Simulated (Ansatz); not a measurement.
Consider the formal hydrolysis of the Si–Si bond: `CO[SiH]([SiH3])Cl` + H₂O → `CO[SiH](O)Cl` + SiH₄.

Program: Ansatz. Geometries: PBE0-D4/def2-TZVP. ΔE: electronic, gas phase. CCSD(T)/CBS adds triple-zeta CCSD(T) − MP2 to the extrapolated MP2 energy (def2 sets, frozen cores). This one scheme is used for every species. Each species was taken in one conformer, which may not be the lowest.

```json
{"level": "HF/CBS(def2)", "ΔE (kJ/mol)": "-145.8"}
{"level": "MP2/CBS(def2)", "ΔE (kJ/mol)": "-122.6"}
```

Problem. What does CCSD(T)/CBS give? (Best estimate.)

Solution. Ansatz gave: -117.4 kJ/mol. The listed levels differ from it by -28.4, -5.2 kJ/mol.

Largest T1 diagnostic among the species: 0.012.

In def2-TZVPP, CCSD(T) changes the Hartree–Fock value by +23.2 kJ/mol (the triples alone add +2.9 kJ/mol) and MP2 by +18.0 kJ/mol. The D4 term adds +5.4 kJ/mol with B3LYP and +3.3 kJ/mol with PBE0; it sums over pairs of atoms, weighted by their polarisabilities, and B3LYP, whose exchange is more repulsive, gets the larger term.

B3LYP here is the variant with VWN-RPA as its local correlation; programs differ in this.
